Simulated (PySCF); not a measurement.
Orbital gap (eV) of eight silicon and germanium compounds: PBE beside r2SCAN, computed with PySCF for isolated molecules in the bases named; differences from unrounded values. The eight are the first of their class met in an unordered collection, after screening for sound electronic states; none was chosen by its value. Each molecule has one DFT geometry for both levels.

| molecule | basis | r2SCAN | PBE | difference |
|---|---|---|---|---|
| C3H7FOSi, SMILES F[C@@H]([SiH2]C=O)C | def2-TZVP | 3.19 | 2.73 | -0.45 |
| CH₈O₂Si₂, SMILES C[Si](O)(O)[SiH3] | def2-TZVP | 6.35 | 5.73 | -0.62 |
| H₄Se₃Si, SMILES [SeH][SiH]([SeH])[SeH] | def2-TZVP | 4.71 | 4.19 | -0.51 |
| Si(Me)2(OH)(SH) (C2H8OSSi), SMILES C[Si](C)(O)S | def2-TZVP | 6.37 | 5.64 | -0.73 |
| C4H8OSi, SMILES [SiH3]/C=C1\CCO1 | def2-TZVP | 5.10 | 4.67 | -0.43 |
| C3H8O2Si, SMILES O[Si@@H]1[C@H](OC1)C | def2-TZVP | 5.85 | 5.03 | -0.82 |
| Si(Cl)(F)(SeH)2 (ClFH2Se2Si), SMILES Cl[Si](F)([SeH])[SeH] | def2-TZVP | 5.13 | 4.62 | -0.51 |
| Si(F)3(Et) (C₂H₅F₃Si), SMILES CC[Si](F)(F)F | def2-TZVP | 8.94 | 7.96 | -0.97 |

PBE lies below r2SCAN in 8 and above it in 0 of the eight; the mean signed difference is -0.63 and the largest -0.97 eV.
